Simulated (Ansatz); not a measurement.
Species: C$_{2}$H$_{18}$Ge$_{3}$Si$_{3}$, SMILES `C[SiH2][GeH2][SiH2][GeH2][SiH2][GeH2][CH3]` (charge 0, multiplicity 1).

Question: Give a relaxed geometry from B3LYP-D3(BJ)/def2-SVP (Ansatz, a first-principles code).

Answer: One answer among several that fit: the end point of this relaxation, one of several conformers (outside a Z-matrix the atoms follow the SMILES, hydrogens last).
Cartesian coordinates (Å) in one orientation:
```xyz
26

C      6.306     0.060    -0.175
Si     4.724    -0.218     0.821
Ge     2.800    -0.441    -0.589
Si     0.797    -0.804     0.674
Ge    -1.152    -0.946    -0.711
Si    -3.127    -1.376     0.577
Ge    -5.106    -1.412    -0.774
C     -6.719    -1.789     0.299
H      6.229     0.977    -0.781
H      7.176     0.162     0.494
H      6.491    -0.785    -0.856
H      4.840    -1.457     1.648
H      4.485     0.928     1.751
H      2.622     0.832    -1.453
H      2.989    -1.623    -1.571
H      0.615     0.316     1.647
H      0.931    -2.070     1.458
H     -1.320     0.378    -1.494
H     -0.964    -2.070    -1.757
H     -3.255    -0.318     1.627
H     -2.966    -2.688     1.276
H     -5.262    -0.045    -1.482
H     -4.952    -2.490    -1.874
H     -6.848    -1.018     1.073
H     -6.628    -2.769     0.789
H     -7.611    -1.796    -0.346
```
